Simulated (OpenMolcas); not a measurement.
## Co3+: moving or changing the point charges

Co3+ among 6 point charges of -2.2 e arranged as a tetragonal octahedron (D4h), 1.9 Å from the ion, with the axial distance 2.261 Å.
```
   1.9000    0.0000    0.0000  -2.20
   0.0000    1.9000    0.0000  -2.20
  -1.9000    0.0000    0.0000  -2.20
   0.0000   -1.9000    0.0000  -2.20
   0.0000    0.0000    2.2610  -2.20
   0.0000    0.0000   -2.2610  -2.20
```

```yaml
Program: OpenMolcas
Method: CASSCF
Basis: ANO-RCC-VDZP [5s4p2d1f]
Scalar_Hamiltonian: DKH2, point nucleus
Active_space: 6 electrons in 5 orbitals (3d)
State_averaging: 2S+1 = 5 even, 5 roots; 2S+1 = 3 even, 45 roots; 2S+1 = 1 even, 50 roots
Spin-orbit_coupling: state interaction with AMFI integrals over the reference wave functions
```

Runs around this geometry, states (labels of D4, the rotations of D4h). Energies in cm-1 above the lowest state or level, χT in cm3 K/mol.

```tsv
R (Å)	q (e)	Axial / equatorial distance	Ground state	First state of that spin	First gap with spin-orbit (degeneracies)	χT at 300 K	First state of another spin
1.9	-1.43	1.1	5E	5B2 1445	47.0 (2, 1)	4.347	3E 24806
2.04	-2.2	1.1	5E	5B2 1882	55.4 (2, 1)	4.284	3E 24739
1.9	-2.2	1.19	5A1	5E 2238	26.7 (1, 2)	3.873	3E 25215
```

The ground state changes within this set.

Without dynamic correlation the repulsion within the d shell is too large (B by tens of per cent), so at a given field states of lower spin stand too high. Point charges give a weaker field than real ligands, and real ions of this kind are often low spin; the high spin found here belongs to the model. An orbital doublet at a regular site is open to a Jahn-Teller distortion, which this geometry leaves out (holds for R = 1.9, q = -1.43, ratio = 1.1; R = 2.04, q = -2.2, ratio = 1.1). The ground term spreads over less than 5000 cm-1, several times less than with real ligands, so orbital moments are less quenched and χT lies further from the spin-only value than at real sites (holds for R = 1.9, q = -1.43, ratio = 1.1). Point charges carry no covalency, so the field is a model and not that of real ligands. No measured value stands beside these numbers.
